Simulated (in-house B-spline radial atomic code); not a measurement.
## Two electrons outside the [Xe] 4f14 core: the lutetium ion Lu⁺

Computed with an all-electron radial atomic-structure program (B-spline basis): configuration interaction (CI) of the two valence electrons in the field of the frozen Dirac-Fock core, alone and with many-body perturbation theory for the core (screened one- and two-electron correlation potentials), Breit and QED terms; no-pair Dirac Hamiltonian, finite nucleus. Labels give the configuration (outer n counted up each series) and the leading LS term, or the jj pair where no LS term holds 70 %.

The lowest nd levels tend to come out too strongly bound in this method, by some 0.05 to 0.2 eV for each d electron where measurements exist, which shifts their lines and rates.

An outer d¹⁰ or f¹⁴ shell is a soft core near neutrality, so levels are a few per cent off.

Excitation energies (cm⁻¹):

| level | purity of the LS term | CI alone | CI + MBPT + Breit + QED | Landé g of the LS mixture | measured (NIST) |
| --- | --- | --- | --- | --- | --- |
| 6s2 1S0 | 1.0 | 0 | 0 | - | 0 |
| 5d6s 3D1 | 1.0 | 14962 | 10796 | 0.50 | 11796 |
| 5d6s 3D2 | 0.936 | 15379 | 11399 | 1.16 | 12435 |
| 5d6s 3D3 | 1.0 | 16461 | 13080 | 1.33 | 14199 |
| 5d6s 1D2 | 0.935 | 19186 | 16091 | 1.01 | 17333 |
| 5d2 3F2 | 0.976 | 35001 | 26879 | 0.67 | 29407 |
| 6s6p 3P°0 | 1.0 | 23182 | 26910 | - | 27264 |
| 6s6p 3P°1 | 0.949 | 24427 | 28153 | 1.48 | 28503 |
| 5d2 3F3 | 0.999 | 35867 | 28265 | 1.08 | 30889 |
| 5d2 3F4 | 0.983 | 36846 | 29817 | 1.25 | 32504 |
| 6s6p 3P°2 | 0.999 | 27891 | 32107 | 1.50 | 32453 |
| 5d2 3P0 | 0.969 | 39718 | 33264 | - | 35652 |
| 5d2 (3/2,5/2)2 | 0.516 (3P) | 39702 | 33868 | 1.25 | 36098 |
| 5d2 3P1 | 0.999 | 40481 | 34095 | 1.50 | 36557 |
| 5d2 (5/2,5/2)2 | 0.509 (1D) | ? | ? | ? | ? |
| 5d2 1G4 | 0.983 | 42503 | 36284 | 1.00 | - |
| 6s6p 1P°1 | 0.899 | 36215 | 37853 | 1.01 | 38223 |
| 5d6p (3/2,1/2)°2 | 0.694 (3F) | 40533 | 39960 | 0.78 | 41225 |
| 5d6p 3F°3 | 0.937 | 43386 | 43602 | 1.10 | 44919 |
| 5d6p (5/2,1/2)°2 | 0.612 (1D) | 44378 | 44090 | 0.97 | 45459 |
| 5d6p 3D°1 | 0.917 | 45750 | 44243 | 0.55 | 45532 |
| 5d2 1S0 | 0.964 | 47149 | 45131 | - | - |
| 5d6p 3D°2 | 0.896 | 46741 | 45509 | 1.15 | 46904 |
| 5d6p 3F°4 | 1.0 | 46328 | 47162 | 1.25 | 48537 |
| 5d6p 3D°3 | 0.839 | 48185 | 47285 | 1.29 | 48733 |
| 5d6p 3P°0 | 1.0 | 49535 | 48684 | - | 49964 |
| 5d6p 3P°1 | 0.943 | 49543 | 48782 | 1.46 | 50049 |
| 5d6p 3P°2 | 0.862 | 50050 | 49821 | 1.44 | 51202 |
| 5d6p 1F°3 | 0.894 | ? | ? | ? | ? |
| 5d6p 1P°1 | 0.96 | 57815 | 58048 | 1.01 | 59122 |

(1) Where does 5d6p 1F°3 lie?

(2) Where does 5d2 (5/2,5/2)2 lie?

(3) What is the first ionisation energy?

Some electric-dipole lines (reduced elements in atomic units, length form; vacuum wavelengths from the computed energies):

```json
{"upper": "6s6p 3P°0", "lower": "5d6s 3D1", "D bare (size)": "1.61", "D with core polarisation (size)": "1.46", "λ (nm)": "620.58", "A (s⁻¹)": "1.8e+07"}
{"upper": "6s6p 3P°1", "lower": "6s2 1S0", "D bare (size)": "0.913", "D with core polarisation (size)": "0.817", "λ (nm)": "355.2", "A (s⁻¹)": "1e+07"}
{"upper": "6s6p 3P°1", "lower": "5d6s 3D1", "D bare (size)": "1.41", "D with core polarisation (size)": "1.28", "λ (nm)": "576.14", "A (s⁻¹)": "5.8e+06"}
{"upper": "6s6p 3P°1", "lower": "5d6s 3D2", "D bare (size)": "2.23", "D with core polarisation (size)": "2.03", "λ (nm)": "596.86", "A (s⁻¹)": "1.3e+07"}
{"upper": "6s6p 3P°2", "lower": "5d6s 3D1", "D bare (size)": "0.387", "D with core polarisation (size)": "0.355", "λ (nm)": "469.25", "A (s⁻¹)": "5e+05"}
{"upper": "6s6p 3P°2", "lower": "5d6s 3D2", "D bare (size)": "1.3", "D with core polarisation (size)": "1.2", "λ (nm)": "482.91", "A (s⁻¹)": "5.1e+06"}
{"upper": "6s6p 1P°1", "lower": "6s2 1S0", "D bare (size)": "3.81", "D with core polarisation (size)": "3.47", "λ (nm)": "264.18", "A (s⁻¹)": "4.4e+08"}
{"upper": "6s6p 1P°1", "lower": "5d6s 3D1", "D bare (size)": "0.132", "D with core polarisation (size)": "0.11", "λ (nm)": "369.6", "A (s⁻¹)": "1.6e+05"}
{"upper": "6s6p 1P°1", "lower": "5d6s 3D2", "D bare (size)": "1.07", "D with core polarisation (size)": "0.978", "λ (nm)": "378.01", "A (s⁻¹)": "1.2e+07"}
{"upper": "5d6p (3/2,1/2)°2", "lower": "5d6s 3D1", "D bare (size)": "3.06", "D with core polarisation (size)": "2.79", "λ (nm)": "342.9", "A (s⁻¹)": "7.8e+07"}
```

Weak lines are less accurate than strong ones.

Results:

(1) 52083 cm⁻¹ in CI alone and 51611 cm⁻¹ with all corrections; g = 1.04; measured 53079 cm⁻¹.

(2) 41669 cm⁻¹ in CI alone and 36221 cm⁻¹ with all corrections; g = 1.24; measured 38575 cm⁻¹.

(3) 13.911 eV to the 6s1/2 state of the next ion (13.326 eV from CI alone). NIST lists 14.13 ± 0.05 eV (semi-empirical).
